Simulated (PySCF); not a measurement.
Compound: C₅H₇BFN.
Numbering: `[F:1][BH2-:2][n+:3]1[cH:4][cH:5][cH:6][cH:7][cH:8]1` (hydrogens: H9, H10 on B2; H11 on C4; H12 on C5; H13 on C6; H14 on C7; H15 on C8)

Level: PBE0/pcSseg-1 and wB97X-D/def2-SVPD in PySCF, non-relativistic, on one gas-phase PBE0-D3(BJ)/def2-SVP geometry that isn't relaxed in the solvent. The solvent is an IEF-PCM continuum (Bondi radii, 1.10 Å for H, scaled by 1.2). The model holds no explicit solvent molecules, cavitation or dispersion.

Gas phase at PBE0/pcSseg-1: HOMO -7.08 eV, LUMO -2.08 eV, dipole 7.04 D.

What does the continuum do to the energy, the frontier levels and the dipole at PBE0/pcSseg-1 in methanol and dimethylsulfoxide?

```json
{"solvent": "methanol", "ε": "32.61", "E(solvent) − E(gas) (kJ/mol)": "-41.98", "polarisation term (kJ/mol)": "-49.70", "distortion of the solute (kJ/mol)": "7.72", "HOMO (eV)": "-7.58", "LUMO (eV)": "-1.68", "dipole (D)": "8.81"}
{"solvent": "dimethylsulfoxide", "ε": "46.83", "E(solvent) − E(gas) (kJ/mol)": "-42.58", "polarisation term (kJ/mol)": "-50.52", "distortion of the solute (kJ/mol)": "7.94", "HOMO (eV)": "-7.59", "LUMO (eV)": "-1.68", "dipole (D)": "8.83"}
```

Polarisation term: ½ Σ q·V over the induced surface charges. Distortion: the rise of the solute's own energy as its density leaves the gas-phase optimum. From methanol to dimethylsulfoxide the lowering changes by a factor 1.01, Onsager's factor (ε − 1)/(2ε + 1) by 1.01 and ε itself by 1.4.

Which radius a makes the point-dipole formula ΔE = −[(ε − 1)/(2ε + 1)]·μ²/a³ give the value in dimethylsulfoxide, with the gas-phase dipole?

μ = 2.769 au and |ΔE| = 0.01622 Eh give a = 3.24 Å; the farthest nucleus lies 3.20 Å from the centroid of the nuclei. The formula assumes a rigid point dipole at the centre of a sphere.

Which IAO charges (PBE0/pcSseg-1) respond most in dimethylsulfoxide (means over atoms taken as equivalent)?

```tsv
atoms	environment	gas (e)	solvent (e)	change
H13	aromatic hydrogen	+0.169	+0.187	+0.018
H12/H14	aromatic hydrogen	+0.172	+0.189	+0.017
H9/H10	B–H hydrogen	-0.051	-0.068	-0.017
N3	nitrogen bonded to B and 2 C	-0.047	-0.062	-0.015
F1	boron-bound fluorine	-0.409	-0.422	-0.013
C6	aromatic CH carbon	-0.106	-0.096	+0.010
```

How do the nuclear quadrupole coupling constants eQVzz/h respond in dimethylsulfoxide?

```csv
nucleus,Q (barn),gas (MHz),solvent (MHz),η gas,η solvent
11B at B2,0.04059,-1.99,-1.88,0.99,0.89
14N at N3,0.02044,-2.66,-2.23,0.18,0.07
```

Gas phase at wB97X-D/def2-SVPD: HOMO -9.01 eV, LUMO -0.36 eV, dipole 7.09 D.

What does the continuum do to the energy, the frontier levels and the dipole at wB97X-D/def2-SVPD in dimethylsulfoxide?

```csv
solvent,ε,E(solvent) − E(gas) (kJ/mol),polarisation term (kJ/mol),distortion of the solute (kJ/mol),HOMO (eV),LUMO (eV),dipole (D)
dimethylsulfoxide,46.83,-42.53,-51.22,8.69,-9.49,0.06,9.00
```

How does the static polarisability (wB97X-D/def2-SVPD, frozen core, with the continuum's full static response) change?

```csv
medium,isotropic (au),principal values (au),⟨r²⟩ of the electrons (bohr²)
gas,81.5,"54.1, 86.2, 104.0",968.8
dimethylsulfoxide,110.2,"74.8, 121.0, 134.7",968.5
```

The isotropic value in dimethylsulfoxide is 1.35 times the gas-phase one; no cavity-field correction is applied. ⟨r²⟩ is taken about the centre of nuclear charge.

Time: 14 s of wall time; peak memory 0.90 GiB. Hardware: one thread of an AMD EPYC 9R45, shared host. This is the whole shielding run at PBE0/pcSseg-1 in dimethylsulfoxide, SCF included.

The values belong to the conformer `[F:1][BH2-:2][n+:3]1[cH:4][cH:5][cH:6][cH:7][cH:8]1`: F1–B2–N3–C4 4°.

The pairwise dispersion term of wB97X-D wasn't added to the energies; at a given geometry it leaves orbitals and properties as they are.
